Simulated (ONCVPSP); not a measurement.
**Pseudopotential generation for B (Z = 5): ONCV, BLYP, scalar-relativistic.**

- Element: B
- Generator: ONCVPSP 4.0.1
- Type: optimised norm-conserving Vanderbilt (ONCV)
- Functional: BLYP
- Relativity: scalar-relativistic
- Frozen core: [He]
- Valence charge: 3
- Reference configuration: 2s2 2p1
- Partial waves: 2s: rc 1.55 bohr, ncon 4, nbas 9, qcut 5 1/bohr, 2 projectors, debl 2.7 Ha; 2p: rc 2.70 bohr, ncon 5, nbas 8, qcut 4.3 1/bohr, 2 projectors, debl 3.5 Ha; d scattering state at 0.17 Ha: rc 2.55 bohr, ncon 3, nbas 7, qcut 3.9 1/bohr, 1 projector
- Local potential: polynomial inside 1.15 bohr (lpopt 5, dvloc0 2 Ha)
- Core correction: Teter function, fcfact 4, rcfact 1.1

**Question.** Estimate the cutoffs (Ha) at which the residual kinetic energy of the hardest occupied pseudo-wave falls to 1 and 0.1 mHa per electron.

**Answer.** 9.8 Ha and 18 Ha. The cutoffs count occupied waves only; projector 2 of the p channel, the hardest unoccupied one, needs 30 Ha at the loose tolerance.

**Question.** Does the potential have ghost states?

**Answer.** No bound ghost flagged; no localised positive-energy state flagged.

**Question.** Which valence shell sets the plane-wave cutoff?

**Answer.** 2s: 10 Ha for 1 mHa per electron, against 8 Ha for 2p.

**Question.** Tests: 2s2 2p0; 2s1 2p0; 2s2 2p0.5; 2s1 2p2. Which has the largest error in its energy relative to the reference configuration, and how large is it?

**Answer.** 2s1 2p0, with +234 meV (all-electron minus pseudo) on +33.52 eV.
